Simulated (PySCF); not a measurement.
CH₆GeS.
SMILES: `C[S][GeH3]`

Computed with PySCF, TDDFT B3LYP/def2-SVPD, vertical, gas phase, core orbitals frozen in the response. Isolated species at its PBE0-D3(BJ)/def2-SVP geometry, gas phase. The B3LYP/def2-SVPD calculation is non-relativistic and has no spin–orbit coupling, an omission that weighs most on germanium.

```csv
state,λ (nm),E (eV),f,symmetry,"main configurations (H = HOMO, L = LUMO)"
S1,245.1,5.06,0.0092,A″,H→L (96%)
S2,218.5,5.67,0.0028,A″,"H→L+1 (80%), H→L+2 (19%)"
S3,214.3,5.79,0.0042,A″,"H→L+2 (78%), H→L+1 (18%)"
S4,188.2,6.59,0.0001,–,H→L+3 (99%)
S5,184.5,6.72,0.0018,–,"H→L+4 (76%), H-1→L (23%)"
S6,178.9,6.93,0.020,A″,H→L+5 (98%)
S7,172.4,7.19,0.109,A′,H→L+6 (95%)
S8,168.9,7.34,0.128,A′,"H-1→L (40%), H-1→L+1 (32%), H→L+4 (14%)"
S9,167.0,7.43,0.0041,A″,H→L+7 (95%)
S10,164.9,7.52,0.017,A′,"H-1→L+1 (54%), H-1→L+2 (26%), H-1→L (9%)"
```

Triplets (Tamm–Dancoff): T1 4.69 eV, H→L (96%); T2 5.29 eV, H→L+2 (91%); T3 5.59 eV, H→L+1 (98%); T4 6.19 eV, H-1→L (83%), H→L+4 (9%).

The lowest singlet lies at 5.06 eV (245 nm, ultraviolet) and is weak; its leading configuration is HOMO→LUMO (96%). The strongest level in the table is S8 at 7.34 eV (169 nm, f = 0.128). Löwdin shares by element: HOMO sulfur 72%, carbon 11%, germanium 9%; LUMO sulfur 33%, germanium 31%, hydrogen 23% or more. Weighted by f, the mean energy of these states is 7.16 eV. Of the 10 states listed, 4 reach f = 0.01 and 1 stays under 0.0005. The listed states span 2.46 eV, and the widest gap between neighbours is 0.80 eV (S3 to S4). The vertical ionisation energy (ΔSCF) is 8.95 eV, 1.43 eV above S10. Symmetry labels in Cs follow from the direction of the transition dipole and are given only for states with f of 0.002 or more. Only the lowest 10 singlets were computed, as vertical energies without vibronic structure.
